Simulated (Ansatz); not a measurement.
Geometry optimisation, Ansatz 0.2.0, RKS revPBE/STO-3G.

input.yaml

```yaml
crystal:
  periodic: [false, false, false]
  atoms:
    - { symbol: O, position_ang: [-2.1182, -0.2034, 0.9006] }
    - { symbol: C, position_ang: [-1.3291, 0.5541, 1.4164] }
    - { symbol: Si, position_ang: [0.114, 1.142, 0.4037] }
    - { symbol: Cl, position_ang: [1.5815, 2.0482, 1.6665] }
    - { symbol: O, position_ang: [1.0061, -0.0518, -0.3802] }
    - { symbol: Si, position_ang: [0.6585, -1.3576, -1.2868] }
    - { symbol: H, position_ang: [-1.3526, 0.8894, 2.4696] }
    - { symbol: H, position_ang: [-0.1946, 2.2046, -0.5742] }
    - { symbol: H, position_ang: [1.9161, -1.8622, -1.8514] }
    - { symbol: H, position_ang: [0.0791, -2.4285, -0.4024] }
    - { symbol: H, position_ang: [-0.2957, -0.9917, -2.3411] }
basis:
  gaussian: { orbitals: STO-3G }
hamiltonian:
  xc: revpbe
relax:
  f_tol: 0.02
  max_steps: 40
```

Command:

```bash
$ ansatz run input.yaml --threads 1 --pin off --max-ram 2048MiB --backend cpu --events-out ev --progress --plain --runs-dir out
```

Where does it end, and by what steps?

The forces met the threshold. Limits of this set-up: minimal basis. After 31 steps the energy has fallen by 0.763 eV; H10 moved furthest, 1.19 Å.

| step | energy less start (eV) | largest force component (eV/Å) | accepted |
| --- | --- | --- | --- |
| 0 | 0.0000 | 4.328 | yes |
| 2 | -0.1982 | 3.891 | no |
| 4 | -0.5716 | 0.554 | yes |
| 6 | -0.6095 | 0.127 | yes |
| 8 | -0.6349 | 0.263 | yes |
| 10 | -0.6686 | 0.336 | yes |
| 12 | -0.7361 | 0.215 | yes |
| 14 | -0.7488 | 0.102 | yes |
| 16 | -0.7564 | 0.096 | yes |
| 18 | -0.7576 | 0.058 | yes |
| 20 | -0.7596 | 0.126 | yes |
| 22 | -0.7601 | 0.114 | yes |
| 24 | -0.7619 | 0.061 | yes |
| 26 | -0.7622 | 0.037 | yes |
| 28 | -0.7624 | 0.043 | yes |
| 30 | -0.7626 | 0.021 | yes |
| 31 | -0.7627 | 0.017 | yes |

```xyz
11
Properties=species:S:1:pos:R:3
O -2.118 -0.461 0.815
C -1.496 0.610 1.073
Si 0.227 1.180 0.324
Cl 1.640 0.947 1.932
O 0.777 0.414 -1.081
Si 0.699 -1.323 -1.172
H -1.929 1.371 1.808
H 0.199 2.613 0.017
H 1.648 -1.688 -2.218
H 1.065 -1.974 0.088
H -0.647 -1.744 -1.564
```

Whether the end is a true minimum wasn't checked by a vibrational analysis.

Run time: 80 s on 1 CPU thread of a shared host.
